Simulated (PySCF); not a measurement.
Ligands exchanged one at a time, Al CH3-SiH3. Gas-phase values, no solvent. Strings in code marks are SMILES.

All values below come from PySCF 2.14.0 with r2SCAN-D4/def2-TZVP. Excitations are Tamm–Dancoff values on a coarser integration grid. The basis has no diffuse functions, so Rydberg states are missing or too high.

| species | dipole moment (D) | HOMO–LUMO gap (eV) | S1–T1 gap (TDA) (eV) | HOMO (eV) |
|---|---|---|---|---|
| 0 of 3 CH3 replaced by SiH3 (`[CH3][Al]([CH3])[CH3]`) | 0.00 | 5.77 | 0.39 | -6.54 |
| 1 of 3 CH3 replaced by SiH3 (`[CH3][Al]([CH3])[SiH3]`) | 1.39 | … | 0.89 | … |
| 2 of 3 CH3 replaced by SiH3 (`[CH3][Al]([SiH3])[SiH3]`) | 1.10 | 3.64 | 0.75 | … |
| 3 of 3 CH3 replaced by SiH3 (`[SiH3][Al]([SiH3])[SiH3]`) | 0.18 | 3.31 | … | -6.54 |

### Question
What belongs in the gaps?

### Answer

- 1 of 3 CH3 replaced by SiH3 (`[CH3][Al]([CH3])[SiH3]`), HOMO–LUMO gap (eV): 4.41
- 1 of 3 CH3 replaced by SiH3 (`[CH3][Al]([CH3])[SiH3]`), HOMO (eV): -6.28
- 2 of 3 CH3 replaced by SiH3 (`[CH3][Al]([SiH3])[SiH3]`), HOMO (eV): -6.29
- 3 of 3 CH3 replaced by SiH3 (`[SiH3][Al]([SiH3])[SiH3]`), S1–T1 gap (TDA) (eV): 0.64
